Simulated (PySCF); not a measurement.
Species: 4-methyl-2-pentanone, C₆H₁₂O.
Structure used (PBE0-D3(BJ)/def2-TZVP), in Å, numbered top down from 1:
```
atom  x, y, z in Å
C1     2.7412    0.3885    0.7510
C2     1.5927   -0.3413    0.1074
O3     1.6626   -1.5143   -0.1659
C4     0.3617    0.4851   -0.1852
C5    -0.8916   -0.3135   -0.5064
C6    -1.4064   -1.0431    0.7259
C7    -1.9643    0.5916   -1.0928
H8     2.4928    0.5840    1.7990
H9     3.6450   -0.2173    0.7059
H10    2.9080    1.3592    0.2780
H11    0.1848    1.1713    0.6533
H12    0.6302    1.1340   -1.0309
H13   -0.6146   -1.0645   -1.2534
H14   -2.2905   -1.6379    0.4849
H15   -0.6510   -1.7171    1.1325
H16   -1.6908   -0.3296    1.5067
H17   -2.2492    1.3737   -0.3814
H18   -2.8654    0.0237   -1.3357
H19   -1.6206    1.0824   -2.0073
```

Level of theory: PySCF 2.14.0, PBE0-D3(BJ)/def2-TZVP geometry optimisation, gas phase.

Masses are those of the commonest isotopes; rigid-rotor values at the optimised geometry. The values belong to one conformer with, in the numbering `[CH3:1][C:2](=[O:3])[CH2:4][CH:5]([CH3:6])[CH3:7]`, C1–C2–C4–C5 -165°, C2–C4–C5–C6 69°.

Q: What are A, B and C (MHz)?

A: Ia = 105.72, Ib = 335.99, Ic = 375.40 u·Å²; 505379 MHz·u·Å²/I gives A = 4780, B = 1504, C = 1346 MHz.

Q: Classify the top.

A: A near-prolate asymmetric top; Ray's κ = -0.908.

Q: What does the inertial defect say?

A: Not planar: Δ = Ic − Ia − Ib = -66.31 u·Å². For a rigid frame Δ = −2 Σ m c², so Σ m c² = 33.16 u·Å² lies off the ab plane: 11.78 from hydrogen and 21.38 from heavier atoms. The atom farthest from that plane is 1.79 Å away.

Q: Give the other two planar moments, Paa and Pbb, and the rms extents of the mass along the axes.

A: Paa = Σ m a² = (Ib + Ic − Ia)/2 = 302.83 and Pbb = Σ m b² = (Ia + Ic − Ib)/2 = 72.56 u·Å². With the mass M = 100.09 u, the rms extents √(P/M) along a, b and c are 1.74, 0.85, 0.58 Å.

Q: List the rotational levels J(Ka,Kc) to J = 3 (MHz).

A: Above 0(0,0):
J = 1: 1(0,1) 2850, 1(1,1) 6127, 1(1,0) 6284
J = 2: 2(0,2) 8546, 2(1,2) 11670, 2(1,1) 12143, 2(2,1) 21972, 2(2,0) 21977
J = 3: 3(0,3) 17075, 3(1,3) 19980, 3(1,2) 20928, 3(2,2) 30523, 3(2,1) 30551, 3(3,1) 47302, 3(3,0) 47302

Q: Predict some low-J microwave lines.

A: The dipole components are |μa| = 0.22 D, |μb| = 2.29 D, |μc| = 1.30 D. Intensities carry the squares of the components, which stand as 0.01 : 1.00 : 0.32 (a : b : c). Some lines, for components of 0.1 D or more:

| type | branch | J(Ka,Kc) | MHz | lower level (cm⁻¹) |
| --- | --- | --- | --- | --- |
| a | Q | 2(1,1) ← 2(1,2) | 474 | 0.389 |
| b | R | 2(0,2) ← 1(1,1) | 2419 | 0.204 |
| a | R | 1(0,1) ← 0(0,0) | 2850 | 0.000 |
| c | Q | 2(1,2) ← 2(0,2) | 3124 | 0.285 |
| c | Q | 1(1,1) ← 1(0,1) | 3276 | 0.095 |
| b | Q | 1(1,0) ← 1(0,1) | 3434 | 0.095 |
| b | Q | 2(1,1) ← 2(0,2) | 3598 | 0.285 |
| a | R | 2(1,2) ← 1(1,1) | 5543 | 0.204 |
| a | R | 2(0,2) ← 1(0,1) | 5695 | 0.095 |
| a | R | 2(1,1) ← 1(1,0) | 5859 | 0.210 |
| b | R | 1(1,1) ← 0(0,0) | 6127 | 0.000 |
| c | R | 1(1,0) ← 0(0,0) | 6284 | 0.000 |
| b | R | 2(1,2) ← 1(0,1) | 8819 | 0.095 |
| c | R | 2(1,1) ← 1(0,1) | 9293 | 0.095 |
| c | Q | 2(2,1) ← 2(1,1) | 9829 | 0.405 |
| b | Q | 2(2,0) ← 2(1,1) | 9834 | 0.405 |
| b | Q | 2(2,1) ← 2(1,2) | 10302 | 0.389 |
| b | R | 2(2,1) ← 1(1,0) | 15687 | 0.210 |
| c | R | 2(2,0) ← 1(1,0) | 15693 | 0.210 |
| c | R | 2(2,1) ← 1(1,1) | 15845 | 0.204 |
| b | R | 2(2,0) ← 1(1,1) | 15851 | 0.204 |

Q: Estimate the classical rotational partition function at 10 K, 100 K and 500 K.

A: Point group C1, symmetry number σ = 1; q = (√π/σ)·√((kT/h)³/(ABC)), k/h = 20836.6 MHz/K: 1710 at 10 K, 54200 at 100 K, 606000 at 500 K.

Whether it is a minimum is left open (no frequencies). No vibrational averaging or centrifugal distortion is included, and the geometry carries the error of its method. A rigid rotor knows nothing of internal rotation, which can split or shift real lines.

The run took 11 min wall, 20 min CPU on an Intel Xeon at 2.50 GHz with 2 threads, shared host, and the process peaked at 1.8 GiB of memory. These figures are those of the optimisation.
